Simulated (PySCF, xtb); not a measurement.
TeFCl, SMILES F[Te]Cl. Atoms are numbered in the order given.

```xyz
3

Te     0.3298    -0.4133     0.0000
F     -1.4566    -1.1111     0.0000
Cl    -0.2375     1.8523     0.0000
```

Geometry optimised at B3LYP-D3(BJ)/def2-TZVP. The def2 effective core potentials stand for the cores of Te; spin–orbit coupling is left out.

These are C-PCM-ωB97X/def2-SVP in PySCF values and carry that method's errors.

The values are the electrostatic part of the solvation free energy, E(continuum) − E(gas) at the gas-phase geometry, in a cavity of scaled van der Waals radii (PySCF's table); cavitation and dispersion terms are not included. In vacuum the orbital gap is 8.32 eV. The dipole moment in vacuum is 2.82 D.

| solvent | ε | ΔG(elec) (kcal/mol) | dipole (D) | gap (eV) |
|---|---|---|---|---|
| water | 78.36 | -4.7 | 3.60 | 8.46 |
| benzene | 2.27 | -2.5 | 3.22 | 8.40 |
| 1-octanol | 9.86 | -4.2 | 3.51 | 8.45 |

For comparison, GFN2-xTB/ALPB(water) (xtb, at the GFN2-xTB geometry, all terms of that model) gives -2.2 kcal/mol.
